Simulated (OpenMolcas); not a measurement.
# Mn2+ in a point-charge field

Mn2+ among 6 point charges of -2 e arranged as an octahedron (Oh), 2.17 Å from the ion.
```
   2.1700    0.0000    0.0000  -2.00
   0.0000    2.1700    0.0000  -2.00
  -2.1700    0.0000    0.0000  -2.00
   0.0000   -2.1700    0.0000  -2.00
   0.0000    0.0000    2.1700  -2.00
   0.0000    0.0000   -2.1700  -2.00
```

```json
{
 "Program": "OpenMolcas",
 "Method": "CASSCF",
 "Basis": "ANO-RCC-VTZP [6s5p3d2f1g]",
 "Scalar Hamiltonian": "DKH2, point nucleus",
 "Active space": "5 electrons in 5 orbitals (3d)",
 "State averaging": "2S+1 = 6 even, 1 root; 2S+1 = 4 even, 24 roots; 2S+1 = 2 even, 75 roots",
 "Spin-orbit coupling": "state interaction with AMFI integrals over the reference wave functions"
}
```

The lowest spin-free states (labels of O, the rotations of Oh), above the lowest:

| State | Degeneracy | E (cm-1) | Free-ion L (%) |
| --- | --- | --- | --- |
| 6A1 | 1 | 0.0 | S (100) |
| 4T1 | 3 | 30149 | G (78) |
| 4T2 | 3 | 31477 | G (99) |
| 4E | 2 | 31957 | G (99) |
| 4A1 | 1 | 32184 | G (100) |
| 4T1 | 3 | 38731 | P (78) |
| 4T2 | 3 | 38967 | D (96) |
| 4E | 2 | 40048 | D (99) |
| 2T2 | 3 | 43072 | I (73) |
| 2A2 | 1 | 43882 | I (84) |
| 2T1 | 3 | 44415 | I (89) |
| 2T2 | 3 | 44514 | I (91) |
| 2E | 2 | 44895 | I (97) |
| 2A1 | 1 | 45653 | I (100) |
| 2T2 | 3 | 49043 | D (52) |
| 2E | 2 | 50231 | D (81) |
| 2T1 | 3 | 52028 | F (79) |
| 4T1 | 3 | 52987 | F (99) |
| 2A2 | 1 | 53444 | F (84) |
| 2T2 | 3 | 53601 | F (38) |

The lowest levels with spin-orbit coupling:

```
E (cm-1)  Degeneracy  Label  2S+1               g
     0.0           6            6                
   30117           2     Γ7     4  2.33 2.33 2.33
   30126           4     Γ8     4                
   30155           4     Γ8     4                
   30183           2     Γ6     4  2.91 2.91 2.91
   31404           2     Γ7     4  1.72 1.72 1.72
   31451           4     Γ8     4                
   31514           2     Γ6     4  3.86 3.86 3.86
   31516           4     Γ8     4                
   31953           2     Γ7     4  2.12 2.12 2.12
   31957           4     Γ8     4                
   31961           2     Γ6     4  1.76 1.76 1.76
   32183           4     Γ8     4                
   38367           4     Γ8     4                
   38546           4     Γ8     4                
   38563           2     Γ7     4  2.24 2.24 2.24
   38644           2     Γ6     4  1.52 1.52 1.52
   38975           2     Γ6     4  0.48 0.48 0.48
   39114           4     Γ8     4                
   39159           2     Γ7     4  3.88 3.88 3.88
```

Powder χT (cm3 K/mol): 4.39 at 2 K, 4.39 at 10 K, 4.39 at 50 K, 4.39 at 100 K, 4.39 at 200 K, 4.39 at 300 K. The effective moment at 300 K is 2.828 √(χT) = 5.92 μB.

The lowest level has 2S+1 = 6, for which the spin-only value is χT = S(S+1) / 2 = 4.375 cm3 K/mol (g = 2). The computed 4.386 at 300 K differs by +0.011, little more than the free-electron g of 2.0023 accounts for.

A least-squares ligand-field fit to the states below 45000 cm-1, each weighted by its degeneracy and with a free common offset, gives 10Dq = 3810 cm-1, B = 1111 cm-1 and C = 4145 cm-1 (C/B = 3.73), with an rms deviation of 189 cm-1.

Without dynamic correlation the repulsion within the d shell is too large (B by tens of per cent), so at a given field states of lower spin stand too high. Point charges carry no covalency, so the field is a model and not that of real ligands. No measured value stands beside these numbers.

The RASSCF and RASSI steps took 29 s on 1 thread of AMD EPYC 9R14 (Zen 4), with other jobs on the host; the integral step is not counted.
